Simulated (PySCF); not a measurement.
## Br³⁺ (bromine, charge +3) across methods

[Ar] 3d10 4s2 4p2, high-spin 3P determinant. Calculation: PySCF 2.14, in aug-cc-pVTZ-PP with ECP10MDF; scalar relativity through the core potential.

| method | E (hartree) | mean ε 4s α (eV) | mean ε 4s β (eV) | mean ε 4p α (eV) | Σ⟨r²⟩ (bohr²) | ⟨S²⟩ |
| --- | --- | --- | --- | --- | --- | --- |
| UHF | -413.08158 | -63.374 | -56.688 | -46.628 | 19.73 | 2.007 |
| M06-2X | -414.5019 | -59.015 | -54.201 | -43.669 | 19.70 | 2.003 |
| r2SCAN | -414.1640 | -55.996 | -52.936 | -41.356 | 19.54 | 2.003 |
| M06-L | -414.3559 | -55.591 | -52.665 | -41.029 | 19.52 | 2.002 |
| PW91 | -414.4350 | -55.141 | -52.818 | -40.778 | 19.59 | 2.001 |
| PBE0 | -414.2726 | -57.352 | -54.038 | -42.393 | 19.60 | 2.002 |
| MN15 | -414.7845 | -57.503 | -54.347 | -42.882 | 19.80 | 2.002 |
| LDA | -413.6919 | -55.287 | -53.234 | -40.731 | 19.59 | 2.001 |
| PBE | -414.3026 | -55.026 | -52.688 | -40.704 | 19.61 | 2.001 |

Energies and moments cover only the electrons outside the core potential.
